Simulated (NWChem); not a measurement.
System: C3H2N3, doublet; SMILES [c]1ncncn1

Parts of the log:

```
             Northwest Computational Chemistry Package (NWChem) 7.3.0
             --------------------------------------------------------

 C2V symmetry detected

                             Geometry "geometry" -> ""
                             -------------------------

 Output coordinates in angstroms (scale by  1.889725989 to convert to a.u.)

  No.       Tag          Charge          X              Y              Z
 ---- ---------------- ---------- -------------- -------------- --------------
    1 C                    6.0000     0.00000000     0.00000000     1.31012427
    2 N                    7.0000     1.17666292     0.00000000     0.74995427
    3 C                    6.0000     1.12356545     0.00000000    -0.58667173
    4 N                    7.0000     0.00000000     0.00000000    -1.29326073
    5 C                    6.0000    -1.12356545     0.00000000    -0.58667173
    6 N                    7.0000    -1.17666292     0.00000000     0.74995427
    7 H                    1.0000     2.07419737     0.00000000    -1.13360973
    8 H                    1.0000    -2.07419737     0.00000000    -1.13360973

 Effective nuclear repulsion energy (a.u.)     203.7877232525

      Symmetry information
      --------------------

 Group name             C2v
 Group number             16
 Group order               4
 No. of unique centers     5

  perdew91 is a nonlocal functional; adding pw91lda local functional.

                                 NWChem DFT Module
                                 -----------------

 Summary of "ao basis" -> "ao basis" (spherical)
 ------------------------------------------------------------------------------
       Tag                 Description            Shells   Functions and Types
 ---------------- ------------------------------  ------  ---------------------
 C                           6-31g*                  6       14   3s2p1d
 N                           6-31g*                  6       14   3s2p1d
 H                           6-31g*                  2        2   2s

      Symmetry analysis of basis
      --------------------------

        a1         36
        a2         10
        b1         28
        b2         14

            General Information
            -------------------
          SCF calculation type: DFT
          Wavefunction type:  spin polarized.
          No. of atoms     :     8
          No. of electrons :    41
           Alpha electrons :    21
            Beta electrons :    20
          Charge           :     0
          Spin multiplicity:     2
          Use of symmetry is: on ; symmetry adaption is: on
          Maximum number of iterations: 150
          AO basis - number of functions:    88
                     number of shells:    40
          Convergence on energy requested:  1.00D-06
          Convergence on density requested:  1.00D-05
          Convergence on gradient requested:  5.00D-04

              XC Information
              --------------
                 Perdew 1991   Exchange Functional  1.000
                Perdew 1991 Correlation Functional  1.000 non-local
            Perdew 1991 LDA Correlation Functional  1.000 local

             Grid Information
             ----------------
          Grid used for XC integration:  medium
          Radial quadrature: Mura-Knowles
          Angular quadrature: Lebedev.
          Tag              B.-S. Rad. Rad. Pts. Rad. Cut. Ang. Pts.
          ---              ---------- --------- --------- ---------
          C                   0.70       49           9.0       434
          N                   0.65       49          10.0       434
          H                   0.35       45          10.0       434
          Grid pruning is: on
          Number of quadrature shells:   241
          Spatial weights used:  Erf1

      Superposition of Atomic Density Guess
      -------------------------------------

 Sum of atomic energies:        -276.85844226

      Non-variational initial energy
      ------------------------------

 Total energy =    -280.373162
 1-e energy   =    -778.537431
 2-e energy   =     294.376545
 HOMO         =      -0.130505
 LUMO         =      -0.018608

   Symmetry analysis of molecular orbitals - initial alpha
   -------------------------------------------------------

  Numbering of irreducible representations:

     1 a1          2 a2          3 b1          4 b2

  Orbital symmetries:

     1 a1          2 b1          3 a1          4 a1          5 b1
     6 a1          7 a1          8 b1          9 a1         10 b1
    11 a1         12 b1         13 a1         14 b2         15 a1
    16 b1         17 a2         18 b2         19 a1         20 b1
    21 a1         22 a2         23 b2         24 b2         25 a1
    26 b1         27 a1         28 b1         29 a1         30 a1
    31 b1

   Symmetry analysis of molecular orbitals - initial beta
   ------------------------------------------------------

  Numbering of irreducible representations:

     1 a1          2 a2          3 b1          4 b2

  Orbital symmetries:

     1 a1          2 b1          3 a1          4 a1          5 b1
     6 a1          7 a1          8 b1          9 a1         10 b1
    11 a1         12 b1         13 a1         14 b2         15 a1
    16 b1         17 a2         18 b2         19 a1         20 b1
    21 a1         22 a2         23 b2         24 b2         25 a1
    26 b1         27 a1         28 b1         29 a1         30 a1
    31 b1

     ---------------------------------------------
      Total Density - Mulliken Population Analysis
     ---------------------------------------------

[...]
```

Level: PW91/6-31G* (spherical d), spin-unrestricted. In the optimisation the excess spin sits in a (C2, its own frame). Geometry: optimised at PBE0/def2-SVP, spin-unrestricted. No stability test was run on the SCF state.

Reconstruct the input file.

Several could match; the one computed here: the input that was run:
```
start job
memory heap 200 mb stack 900 mb global 1100 mb
geometry units angstroms noautoz
  C      0.000000     0.000000     1.314372
  N      1.172969     0.093163     0.754202
  C      1.120041     0.088924    -0.582424
  N      0.000000     0.000000    -1.289013
  C     -1.120041    -0.088924    -0.582424
  N     -1.172969    -0.093163     0.754202
  H      2.067690     0.164173    -1.129362
  H     -2.067690    -0.164173    -1.129362
end
basis spherical
  C library 6-31g*
  N library 6-31g*
  H library 6-31g*
end
dft
  odft
  mult 2
  xc xperdew91 perdew91
  iterations 150
  mulliken
end
task dft energy
```
